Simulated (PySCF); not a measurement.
Two-dimensional NMR puzzle

Compound of formula C$_{5}$H$_{3}$FO. Correlations simulated from computed shifts and couplings:

HSQC (one-bond C–H):
```tsv
δH	δC	¹J(C,H) (Hz)
5.95	81.0	162
3.78	28.2	187
2.34	85.2	267
```

COSY cross peaks (|J| ≥ 2 Hz):
```tsv
δH	δH	abs. J (Hz)	bonds
5.95	3.78	11.0	3
5.95	2.34	3.1	4
```

HMBC (two and three bonds, |J| ≥ 2.5 Hz):
```tsv
δH	δC [abs. J in Hz]
5.95	201.2 [4.4], 85.6 [6.9], 85.2 [4.2], 28.2 [3.9]
3.78	201.2 [5.0], 85.6 [5.4], 81.0 [7.1]
2.34	85.6 [51.9], 81.0 [3.7]
```

Carbons without hydrogens: δ 201.2, 85.6.

[PySCF 2.14: couplings computed with B3LYP/pcJ-1 (spin–dipole term only in couplings to heteroatoms); σ from GIAO-PBE0/pcSseg-1; geometry: GFN2-xTB; gas phase; no relativistic terms; single conformer]

Scale: ¹H (σref 31.72) and ¹³C (σref 186.93) against TMS (reference shieldings calculated alike).

Exchangeable hydrogens are left out of these lists, and C,H couplings along chains are those of one rotamer, so weak HMBC peaks may be missing or extra.

Q: Assemble the structure.

A: `InChI=1S/C5H3FO/c1-2-5(6)3-4-7/h1,3,5H/t5-/m0/s1`.

Mapped SMILES: `[CH:1]#[C:2][C@H:3]([F:4])[CH:5]=[C:6]=[O:7]`. Each H is labelled by its parent atom.

1. δC 201.2 is C6, a central carbon of a ketene.
2. δC 85.6 is C2, an alkyne carbon.
3. δC 85.2 is C1, a terminal alkyne carbon (δH 2.34).
4. δC 81.0 is C3, an allylic sp3 CH bonded to F (δH 5.95).
5. δC 28.2 is C5, a terminal carbon of a ketene (δH 3.78).
6. HMBC from δH 5.95 reaches the proton-free carbons C6, C2.
7. HMBC from δH 3.78 reaches the proton-free carbons C6, C2.
8. HMBC from δH 2.34 reaches the proton-free carbon C2.
9. COSY links 5.95–3.78, 5.95–2.34.

This is the structure that produced the data.

Common functionals overestimate the size of one-bond C–F couplings by tens of Hz; these are unscaled. Unscaled 3J(H,H) at this level run about 10 % above measured values. Shifts are as computed. Against solution values, carbons near 30 ppm lie about +3 ppm off and those near 130 ppm about +5 ppm. Of 1211 compounds with measured shifts, 218 miss one by over three times the rms of a fit or turn the order of signals round; such compounds aren't used in these exercises. Couplings across =CH–CH2 type bonds come from one rotamer and its mirror image, and can be 1–2 Hz further off. 3J across rotatable bonds or in flexible rings reflects this conformer alone.
